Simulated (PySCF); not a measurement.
CH₅Cl₂NOSi, singlet, geometry from GFN2-xTB, with bond 8-1 at 1.8 times its length; SA2-CASSCF(6,6)/STO-3G (PySCF).

PySCF was given this input:
```python
from pyscf import gto, scf, mcscf
import numpy

mol = gto.Mole()
mol.atom = '''
    C    -2.20137488    1.45475492   -0.37716827
    N    -0.77225338    1.37132745   -0.15072696
    Si    0.15609263   -0.05672438   -0.21963378
    O     0.25759695   -0.63623358   -1.73368662
    Cl    2.00008396    0.40702760    0.45298162
    Cl   -0.72346546   -1.44580945    0.94909028
    H    -2.43900525    1.60492330   -1.43384038
    H    -3.03988935   -0.21030126    0.21643625
    H    -2.61533203    2.28176982    0.20015956
    H    -0.30995698    2.25062308   -0.32313020
    H     0.69694665   -1.45155989   -1.96855882
'''
mol.basis = 'sto-3g'
mol.verbose = 4
mol.build()

mf = scf.RHF(mol)
mf.kernel()
mc = mcscf.CASSCF(mf, 6, 6)
mc.fix_spin_(ss=0.0)
mc = mc.state_average_([0.5, 0.5])
mc.kernel()
```

It wrote (shortened):

```
PySCF version 2.14.0

[INPUT] verbose = 4
[INPUT] num. atoms = 11
[INPUT] num. electrons = 74
[INPUT] charge = 0
[INPUT] spin (= nelec alpha-beta = 2S) = 0
[INPUT] symmetry False subgroup None
[INPUT] Mole.unit = angstrom
[INPUT] Symbol           X                Y                Z      unit          X                Y                Z       unit  Magmom
[...]
nuclear repulsion = 471.20700015068
number of shells = 29
number of NR pGTOs = 141
number of NR cGTOs = 47
basis = sto-3g
ecp = {}

******** <class 'pyscf.scf.hf.RHF'> ********
method = RHF
initial guess = minao
damping factor = 0
level_shift factor = 0
DIIS = <class 'pyscf.scf.diis.CDIIS'>
diis_start_cycle = 1
diis_space = 8
diis_damp = 0
SCF conv_tol = 1e-09
SCF conv_tol_grad = None
SCF max_cycles = 50
direct_scf = True
direct_scf_tol = 1e-13
Set gradient conv threshold to 3.16228e-05
Initial guess from minao.
init E= -1362.67223026267
[...]
cycle= 1 E= -1362.47606130982  delta_E= 0.196  |g|= 0.534  |ddm|= 4.08
[...]
cycle= 2 E= -1362.58587387027  delta_E= -0.11  |g|= 0.155  |ddm|= 1.06
[...]
cycle= 3 E= -1362.59445615019  delta_E= -0.00858  |g|= 0.0353  |ddm|= 0.264
[...]
cycle= 4 E= -1362.59508519296  delta_E= -0.000629  |g|= 0.0115  |ddm|= 0.0769
[...]
cycle= 5 E= -1362.59515380103  delta_E= -6.86e-05  |g|= 0.00222  |ddm|= 0.0256
[...]
cycle= 6 E= -1362.59515664851  delta_E= -2.85e-06  |g|= 0.00049  |ddm|= 0.00523
[...]
cycle= 7 E= -1362.5951568569  delta_E= -2.08e-07  |g|= 0.000114  |ddm|= 0.00162
[...]
cycle= 8 E= -1362.59515686871  delta_E= -1.18e-08  |g|= 2.42e-05  |ddm|= 0.000398
[...]
cycle= 9 E= -1362.59515686925  delta_E= -5.48e-10  |g|= 7.98e-06  |ddm|= 8.1e-05
[...]
Extra cycle  E= -1362.5951568693  delta_E= -4.3e-11  |g|= 3.35e-06  |ddm|= 2e-05
converged SCF energy = -1362.5951568693

******** <class 'pyscf.mcscf.addons.StateAverageCASSCF'> ********
CAS (3e+3e, 6o), ncore = 34, nvir = 7
max_cycle_macro = 50
max_cycle_micro = 4
conv_tol = 1e-07
conv_tol_grad = None
orbital rotation max_stepsize = 0.02
orbital rotation threshold for CI restart = 0.01
augmented hessian ah_max_cycle = 30
augmented hessian ah_conv_tol = 1e-12
augmented hessian ah_linear dependence = 1e-14
augmented hessian ah_level shift = 1e-08
augmented hessian ah_start_tol = 2.5
augmented hessian ah_start_cycle = 3
augmented hessian ah_grad_trust_region = 3
kf_trust_region = 3
kf_interval = 4
ci_response_space = 4
ci_grad_trust_region = 3
with_dep4 0
natorb = False
canonicalization = True
sorting_mo_energy = False
ao2mo_level = 2
internal_rotation = False
******** <class 'pyscf.mcscf.addons.StateAverageSpinPenaltyFCISolver'> ********
max. cycles = 50
conv_tol = 1e-08
davidson only = True
linear dependence = 1e-12
level shift = 0.001
max iter space = 12
nroots = 2
pspace_size = 400
spin = None
State-average over 2 states with weights [0.5, 0.5]
CASCI E = -1362.50808860763  S^2 = 0.0000000
Set conv_tol_grad to 0.000316228
macro iter   1 ( 21 JK    4 micro), CASSCF E = -1362.53922174427  dE = -3.11331366e-02  S^2 = 0.0000000
               |grad[o]|=0.255  |ddm|=0.0607  |maxRot[o]|=0.0951
macro iter   2 ( 21 JK    4 micro), CASSCF E = -1362.54256538191  dE = -3.34363764e-03  S^2 = 0.0000000
               |grad[o]|=0.0472  |ddm|=0.0249  |maxRot[o]|=0.186
macro iter   3 ( 21 JK    4 micro), CASSCF E = -1362.54566642838  dE = -3.10104647e-03  S^2 = 0.0000000
               |grad[o]|=0.029  |ddm|=0.00888  |maxRot[o]|=0.144
macro iter   4 ( 21 JK    4 micro), CASSCF E = -1362.54719943456  dE = -1.53300618e-03  S^2 = 0.0000000
               |grad[o]|=0.015  |ddm|=0.00875  |maxRot[o]|=0.262
macro iter   5 ( 21 JK    4 micro), CASSCF E = -1362.54822553731  dE = -1.02610275e-03  S^2 = 0.0000000
               |grad[o]|=0.00653  |ddm|=0.00831  |maxRot[o]|=0.161
macro iter   6 ( 21 JK    4 micro), CASSCF E = -1362.54891008322  dE = -6.84545909e-04  S^2 = 0.0000000
               |grad[o]|=0.00484  |ddm|=0.00837  |maxRot[o]|=0.133
macro iter   7 ( 21 JK    4 micro), CASSCF E = -1362.54927749685  dE = -3.67413631e-04  S^2 = 0.0000000
               |grad[o]|=0.00442  |ddm|=0.00771  |maxRot[o]|=0.0779
macro iter   8 ( 21 JK    4 micro), CASSCF E = -1362.54948038672  dE = -2.02889870e-04  S^2 = 0.0000000
               |grad[o]|=0.00413  |ddm|=0.0066  |maxRot[o]|=0.0441
macro iter   9 ( 21 JK    4 micro), CASSCF E = -1362.54958988580  dE = -1.09499086e-04  S^2 = 0.0000000
               |grad[o]|=0.0039  |ddm|=0.00565  |maxRot[o]|=0.0221
macro iter  10 ( 21 JK    4 micro), CASSCF E = -1362.54965006543  dE = -6.01796253e-05  S^2 = 0.0000000
               |grad[o]|=0.00373  |ddm|=0.00522  |maxRot[o]|=0.0107
macro iter  11 ( 21 JK    4 micro), CASSCF E = -1362.54968432885  dE = -3.42634219e-05  S^2 = 0.0000000
               |grad[o]|=0.00364  |ddm|=0.00504  |maxRot[o]|=0.00509
macro iter  12 ( 21 JK    4 micro), CASSCF E = -1362.54970504414  dE = -2.07152880e-05  S^2 = 0.0000000
               |grad[o]|=0.00359  |ddm|=0.00497  |maxRot[o]|=0.00289
macro iter  13 ( 21 JK    4 micro), CASSCF E = -1362.54971855355  dE = -1.35094092e-05  S^2 = 0.0000000
               |grad[o]|=0.00356  |ddm|=0.00495  |maxRot[o]|=0.0023
macro iter  14 ( 21 JK    4 micro), CASSCF E = -1362.54972819264  dE = -9.63909224e-06  S^2 = 0.0000000
               |grad[o]|=0.00354  |ddm|=0.00496  |maxRot[o]|=0.00185
macro iter  15 ( 21 JK    4 micro), CASSCF E = -1362.54973566501  dE = -7.47237118e-06  S^2 = 0.0000000
               |grad[o]|=0.00354  |ddm|=0.00496  |maxRot[o]|=0.0015
macro iter  16 ( 21 JK    4 micro), CASSCF E = -1362.54974180487  dE = -6.13986117e-06  S^2 = 0.0000000
               |grad[o]|=0.00353  |ddm|=0.00498  |maxRot[o]|=0.00124
macro iter  17 ( 21 JK    4 micro), CASSCF E = -1362.54974708491  dE = -5.28003989e-06  S^2 = 0.0000000
               |grad[o]|=0.00352  |ddm|=0.00498  |maxRot[o]|=0.00103
macro iter  18 ( 21 JK    4 micro), CASSCF E = -1362.54975176856  dE = -4.68364578e-06  S^2 = 0.0000000
               |grad[o]|=0.00352  |ddm|=0.00499  |maxRot[o]|=0.000862
[...]
               |grad[o]|=0.00351  |ddm|=0.00499  |maxRot[o]|=0.000728
macro iter  20 ( 21 JK    4 micro), CASSCF E = -1362.54976001345  dE = -3.97062240e-06  S^2 = 0.0000000
               |grad[o]|=0.00351  |ddm|=0.005  |maxRot[o]|=0.000684
macro iter  21 ( 21 JK    4 micro), CASSCF E = -1362.54976376366  dE = -3.75020727e-06  S^2 = 0.0000000
               |grad[o]|=0.00351  |ddm|=0.00499  |maxRot[o]|=0.000676
macro iter  22 ( 21 JK    4 micro), CASSCF E = -1362.54976733768  dE = -3.57402041e-06  S^2 = 0.0000000
               |grad[o]|=0.0035  |ddm|=0.00499  |maxRot[o]|=0.000672
macro iter  23 ( 21 JK    4 micro), CASSCF E = -1362.54977077760  dE = -3.43991996e-06  S^2 = 0.0000000
               |grad[o]|=0.0035  |ddm|=0.00499  |maxRot[o]|=0.000668
macro iter  24 ( 21 JK    4 micro), CASSCF E = -1362.54977410376  dE = -3.32615605e-06  S^2 = 0.0000000
               |grad[o]|=0.00349  |ddm|=0.00498  |maxRot[o]|=0.000667
macro iter  25 ( 21 JK    4 micro), CASSCF E = -1362.54977734065  dE = -3.23689301e-06  S^2 = 0.0000000
               |grad[o]|=0.00349  |ddm|=0.00498  |maxRot[o]|=0.000666
macro iter  26 ( 21 JK    4 micro), CASSCF E = -1362.54978049834  dE = -3.15769034e-06  S^2 = 0.0000000
               |grad[o]|=0.00349  |ddm|=0.00497  |maxRot[o]|=0.000666
macro iter  27 ( 21 JK    4 micro), CASSCF E = -1362.54978359277  dE = -3.09443499e-06  S^2 = 0.0000000
               |grad[o]|=0.00348  |ddm|=0.00496  |maxRot[o]|=0.000666
macro iter  28 ( 21 JK    4 micro), CASSCF E = -1362.54978662899  dE = -3.03621800e-06  S^2 = 0.0000000
               |grad[o]|=0.00348  |ddm|=0.00495  |maxRot[o]|=0.000667
macro iter  29 ( 21 JK    4 micro), CASSCF E = -1362.54978961819  dE = -2.98919917e-06  S^2 = 0.0000000
               |grad[o]|=0.00348  |ddm|=0.00494  |maxRot[o]|=0.000667
macro iter  30 ( 21 JK    4 micro), CASSCF E = -1362.54979256270  dE = -2.94451365e-06  S^2 = 0.0000000
               |grad[o]|=0.00347  |ddm|=0.00493  |maxRot[o]|=0.000668
macro iter  31 ( 21 JK    4 micro), CASSCF E = -1362.54979547075  dE = -2.90804155e-06  S^2 = 0.0000000
               |grad[o]|=0.00347  |ddm|=0.00492  |maxRot[o]|=0.000669
macro iter  32 ( 21 JK    4 micro), CASSCF E = -1362.54979834308  dE = -2.87233183e-06  S^2 = 0.0000000
               |grad[o]|=0.00347  |ddm|=0.00491  |maxRot[o]|=0.000671
macro iter  33 ( 21 JK    4 micro), CASSCF E = -1362.54980118586  dE = -2.84278326e-06  S^2 = 0.0000000
               |grad[o]|=0.00346  |ddm|=0.0049  |maxRot[o]|=0.000672
macro iter  34 ( 21 JK    4 micro), CASSCF E = -1362.54980399896  dE = -2.81310213e-06  S^2 = 0.0000000
               |grad[o]|=0.00346  |ddm|=0.00489  |maxRot[o]|=0.000674
macro iter  35 ( 21 JK    4 micro), CASSCF E = -1362.54980678706  dE = -2.78810057e-06  S^2 = 0.0000000
               |grad[o]|=0.00346  |ddm|=0.00488  |maxRot[o]|=0.000676
macro iter  36 ( 21 JK    4 micro), CASSCF E = -1362.54980954952  dE = -2.76245578e-06  S^2 = 0.0000000
               |grad[o]|=0.00345  |ddm|=0.00487  |maxRot[o]|=0.000678
macro iter  37 ( 21 JK    4 micro), CASSCF E = -1362.54981228990  dE = -2.74038280e-06  S^2 = 0.0000000
               |grad[o]|=0.00345  |ddm|=0.00486  |maxRot[o]|=0.000679
macro iter  38 ( 21 JK    4 micro), CASSCF E = -1362.54981500731  dE = -2.71740669e-06  S^2 = 0.0000000
               |grad[o]|=0.00345  |ddm|=0.00485  |maxRot[o]|=0.000681
macro iter  39 ( 21 JK    4 micro), CASSCF E = -1362.54981770449  dE = -2.69717884e-06  S^2 = 0.0000000
               |grad[o]|=0.00344  |ddm|=0.00484  |maxRot[o]|=0.000683
macro iter  40 ( 21 JK    4 micro), CASSCF E = -1362.54982038041  dE = -2.67591986e-06  S^2 = 0.0000000
               |grad[o]|=0.00344  |ddm|=0.00482  |maxRot[o]|=0.000685
macro iter  41 ( 21 JK    4 micro), CASSCF E = -1362.54982303718  dE = -2.65677318e-06  S^2 = 0.0000000
               |grad[o]|=0.00344  |ddm|=0.00481  |maxRot[o]|=0.000687
macro iter  42 ( 21 JK    4 micro), CASSCF E = -1362.54982567376  dE = -2.63658080e-06  S^2 = 0.0000000
               |grad[o]|=0.00343  |ddm|=0.0048  |maxRot[o]|=0.000689
macro iter  43 ( 21 JK    4 micro), CASSCF E = -1362.54982829175  dE = -2.61798982e-06  S^2 = 0.0000000
               |grad[o]|=0.00343  |ddm|=0.00479  |maxRot[o]|=0.000691
macro iter  44 ( 21 JK    4 micro), CASSCF E = -1362.54983089014  dE = -2.59838566e-06  S^2 = 0.0000000
               |grad[o]|=0.00342  |ddm|=0.00478  |maxRot[o]|=0.000693
macro iter  45 ( 21 JK    4 micro), CASSCF E = -1362.54983347014  dE = -2.58000318e-06  S^2 = 0.0000000
               |grad[o]|=0.00342  |ddm|=0.00476  |maxRot[o]|=0.000695
macro iter  46 ( 21 JK    4 micro), CASSCF E = -1362.54983603081  dE = -2.56067324e-06  S^2 = 0.0000000
               |grad[o]|=0.00342  |ddm|=0.00475  |maxRot[o]|=0.000697
macro iter  47 ( 21 JK    4 micro), CASSCF E = -1362.54983857306  dE = -2.54224960e-06  S^2 = 0.0000000
               |grad[o]|=0.00341  |ddm|=0.00474  |maxRot[o]|=0.000698
macro iter  48 ( 21 JK    4 micro), CASSCF E = -1362.54984109600  dE = -2.52293694e-06  S^2 = 0.0000000
               |grad[o]|=0.00341  |ddm|=0.00473  |maxRot[o]|=0.0007
macro iter  49 ( 21 JK    4 micro), CASSCF E = -1362.54984360031  dE = -2.50430935e-06  S^2 = 0.0000000
               |grad[o]|=0.00341  |ddm|=0.00472  |maxRot[o]|=0.000702
macro iter  50 ( 21 JK    4 micro), CASSCF E = -1362.54984608518  dE = -2.48487004e-06  S^2 = 0.0000000
               |grad[o]|=0.0034  |ddm|=0.00471  |maxRot[o]|=0.000704
1-step CASSCF not converged,  50 macro (1050 JK 200 micro) steps
CASSCF canonicalization
Density matrix diagonal elements [1.98598025 1.5816273  1.7007238  0.70763129 0.01301858 0.01101878]
CASSCF energy = -1362.54984608518
CASCI E = -1362.54984608518  E(CI) = -6.50619557384971  S^2 = 0.0000000
CASCI state-averaged energy = -1362.54984608518
CASCI energy for each state
  State 0 weight 0.5  E = -1362.66938212935 S^2 = 0.0000000
  State 1 weight 0.5  E = -1362.43031004101 S^2 = 0.0000000
```

Convergence was not reached.
